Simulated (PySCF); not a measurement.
**How the method moves the HOMO and LUMO of silole**

Silole, C4H6Si.
Geometry (PBE0-D3(BJ)/def2-SVP, Å), atoms numbered from 1 in this order:
```xyz
11
C4H6Si angstrom
C     -1.020    0.796   -0.370
C      0.224    1.313   -0.275
Si     1.347   -0.093    0.251
C     -0.067   -1.322    0.296
C     -1.179   -0.643   -0.058
H     -1.896    1.385   -0.662
H      0.441    2.362   -0.486
H      2.009    0.121    1.576
H      2.409   -0.428   -0.748
H     -0.084   -2.385    0.545
H     -2.172   -1.102   -0.121
```

Basis pcSseg-2 throughout (PySCF), one geometry. Geometry: PBE0-D3(BJ)/def2-SVP; no solvent, vibrations or thermal averaging.

**Question.** How do the orbital energies, the gap and the dipole change with the method?

**Answer.** 
```tsv
method	kind	HOMO (eV)	LUMO (eV)	gap (eV)	μ (D)	SCF cycles
B97-2	global hybrid	-6.59	-1.66	4.92	0.62	14
PBE0	global hybrid	-6.84	-1.63	5.21	0.63	13
mPW1PW91	global hybrid	-6.85	-1.64	5.21	0.63	13
BHandHLYP	global hybrid	-7.63	-0.57	7.06	0.62	12
CAM-B3LYP	range-separated hybrid	-8.08	-0.49	7.59	0.60	12
wB97X-D	range-separated hybrid	-8.63	0.15	8.78	0.63	12
LC-wPBE	range-separated hybrid	-9.46	0.58	10.04	0.64	13
```

The HOMO spans 2.87 eV, from B97-2 down to LC-wPBE, and the gap runs from 4.92 eV (B97-2) to 10.04 eV (LC-wPBE). Over the methods B97-2 (21 %), PBE0 (25 %), mPW1PW91 (25 %), BHandHLYP (50 %), a straight line through the gap against the share of exact exchange rises by 0.74 eV for each 10 % (correlation coefficient 1.000). The dipole ranges from 0.60 D (CAM-B3LYP) to 0.64 D (LC-wPBE). This basis has no diffuse functions.

The vertical ΔSCF ionisation energy at B3LYP/def2-SVPD is 8.80 eV; −ε(HOMO) comes closest to it with wB97X-D (8.63 eV).
